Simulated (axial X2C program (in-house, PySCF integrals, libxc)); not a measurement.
# Excited states of SiSe by EOM-EE-CCSD

Calculated with an in-house all-electron X2C program for linear molecules (integrals from PySCF): two-component X2C with atomic mean-field Coulomb and Gaunt terms, Gaussian nuclei, basis Se dyall-acv3z, Si dyall-av3z with contracted cores.

R = 2.064 Å (near the PBE0 minimum at charge 0 of the determinant lowest at the starting distance; the state shown can have its own minimum elsewhere).

Vertical excitation energies from the closed-shell determinant state of SiSe:

```csv
Ω,excitation (eV),cm⁻¹,hole of the leading pair,particle of the leading pair,weight of the pair (for Ω = 0 its time-reversed partner can hold as much again),singles weight
0⁻,3.009,24265,"34% Se pπ, 21% Si pσ, 14% Se pσ","57% Si pπ, 15% Se dπ, 13% Se pπ",0.29,0.94
1,3.023,24380,"65% Se pπ, 22% Si pπ, 8% Si dπ","56% Si pπ, 17% Se dπ, 15% Se pπ",0.51,0.94
0⁺,3.106,25049,"42% Si pσ, 27% Se pσ, 21% Si sσ","59% Si pπ, 12% Se dπ, 12% Si dπ",0.47,0.95
0⁻,3.147,25384,"38% Si pσ, 24% Se pσ, 19% Si sσ","59% Si pπ, 13% Se dπ, 12% Se pπ",0.37,0.94
1,3.150,25403,"41% Si pσ, 27% Se pσ, 19% Si sσ","59% Si pπ, 13% Se dπ, 12% Se pπ",0.47,0.94
2,3.176,25614,"41% Si pσ, 27% Se pσ, 20% Si sσ","57% Si pπ, 13% Se pπ, 13% Si dπ",0.93,0.95
3,3.423,27610,"65% Se pπ, 22% Si pπ, 8% Si dπ","54% Si pπ, 17% Se dπ, 16% Se pπ",0.93,0.93
2,3.474,28023,"65% Se pπ, 22% Si pπ, 8% Si dπ","56% Si pπ, 17% Se dπ, 14% Se pπ",0.67,0.93
```

This point took 38 s on 1 thread of Arm Neoverse N1, with other jobs on the host.

Reference electrons by ω block (each with its −ω partner): 1/2: 17, 3/2: 6, 5/2: 1. 10 electrons of SiSe correlated (inner shells frozen), 88 natural virtual spinors (a truncated set); levels can be off by some tenths of an eV. Roots sought by Ω: (0: 5, 1: 4, 2: 3, 3: 1); the list ends where they run out and leaves out roots under 60 % singles weight. The solver can skip a root, and states that need a further excitation, which the method places far too high, are missing though they may lie low or lowest. T1 of the reference 0.025 (Lee–Taylor). Number of frozen shells: Se 3 s, 2 p, 1 d; Si 2 s, 1 p.
